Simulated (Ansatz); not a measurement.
Molecule: sum formula AlBrF$_{2}$ (charge 0, singlet). SMILES: [Br][Al]([F])[F]
Coordinates optimised at B3LYP-D3(BJ)/def2-TZVP (Ansatz, an electronic-structure program):
```xyz
4

F     -1.8351    -1.3065    -0.3165
Al    -0.9438     0.0515    -0.1160
F     -1.7061     1.4999    -0.1189
Br     1.2611    -0.0689     0.1550
```
Charge 0, spin multiplicity 1.

Quantity: vertical ionisation energy (to the doublet state of charge +1; each state is the SCF solution reached for its spin), in eV. Correlated levels leave the core frozen unless marked. UHF or UKS for open shells. No spin-orbit coupling. The frozen core is the preceding noble-gas configuration, with the filled d and f shells of earlier blocks. Non-relativistic. CBS(X,Y): correlation extrapolated as X^-3; Hartree-Fock from the larger set.

```csv
level,program,vertical ionisation energy (eV)
SVWN5/def2-TZVPD,Ansatz,___
PBE/def2-TZVPD,Ansatz,11.57
r2SCAN/def2-TZVPD,Ansatz,11.78
PBE0/def2-TZVPD,Ansatz,11.87
CAM-B3LYP/def2-TZVPD,Ansatz,11.95
SCS-MP2/def2-SVPD,Ansatz,11.76
CCSD/def2-SVPD,Ansatz,11.74
CCSD/def2-TZVPPD,Ansatz,11.78
CCSD/def2-QZVPPD,Ansatz,___
"CCSD(T)/CBS(def2-TZVPPD,def2-QZVPPD)",Ansatz,___
```

Q: What belongs in the gaps?

A: 
- SVWN5/def2-TZVPD, vertical ionisation energy (eV): 11.85
- CCSD/def2-QZVPPD, vertical ionisation energy (eV): 11.88
- CCSD(T)/CBS(def2-TZVPPD,def2-QZVPPD), vertical ionisation energy (eV): 12.03
